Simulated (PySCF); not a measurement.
# Radial density of Sb(24+) (antimony, charge +24)

BLYP, [Ar] 3d9, 2D determinant. Computed with PySCF 2.14 in an even-tempered Gaussian basis (19 s from 2.7 bohr⁻², ratio 2.5; 13 p from 3.5 bohr⁻², ratio 2.5; 8 d from 3.5 bohr⁻², ratio 2.5; 4 f from 18 bohr⁻², ratio 2.7; 3 g from 27 bohr⁻², ratio 2.7), with scalar relativity by spin-free X2C-1e.

| r (bohr) | 4πr²ρ (e/bohr) | 4πr²(ρα − ρβ) |
| --- | --- | --- |
| 0.0220 | 65.49 | 0.0001 |
| 0.0371 | 56.40 | 0.0131 |
| 0.0623 | 71.40 | 0.1477 |
| 0.105 | 78.87 | 0.9573 |
| 0.176 | 54.32 | 2.9899 |
| 0.297 | 60.26 | 3.1939 |
| 0.499 | 13.74 | 0.6571 |
| 0.839 | 0.1493 | 0.0087 |
| 1.41 | 6.102e-05 | 0.0000 |

Densities and radii are taken from the X2C orbitals without a picture-change correction, which distorts them close to the nucleus.

Spin-orbit coupling, absent here, splits the open shell strongly.
